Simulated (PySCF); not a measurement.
PySCF was given this input:
```python
from pyscf import gto, scf, dft

mol = gto.Mole()
mol.atom = '''
    B     0.000084    0.000121   -0.000047
    N     1.256687   -0.376705   -0.534286
    H     1.862821   -1.040228   -0.091353
    H     1.660593    0.057151   -1.342027
    N    -0.472633   -0.602930    1.192296
    H     0.005575   -1.357157    1.646954
    H    -1.387980   -0.431700    1.562533
    N    -0.784558    0.978882   -0.657943
    H    -1.664703    1.302395   -0.305048
    H    -0.473198    1.474198   -1.471290
'''
mol.basis = 'cc-pvdz'
mol.charge = 0
mol.spin = 0
mol.verbose = 4
mol.max_memory = 1800
mol.build()

mf = dft.RKS(mol)
mf.xc = 'camb3lyp'
mf = mf.density_fit(auxbasis='def2-universal-jkfit')
mf.kernel()
```

What number of basis functions does PySCF with DF-CAMB3LYP/cc-pVDZ give?

86

Predict the dipole moment from DF-CAMB3LYP/cc-pVDZ.

0.02 D

What is the computed HOMO-LUMO gap (DF-CAMB3LYP/cc-pVDZ)?

10.26 eV

What HOMO energy does DF-CAMB3LYP/cc-pVDZ give?

-7.50 eV

What total energy does DF-CAMB3LYP/cc-pVDZ give?

-192.7490 Eh
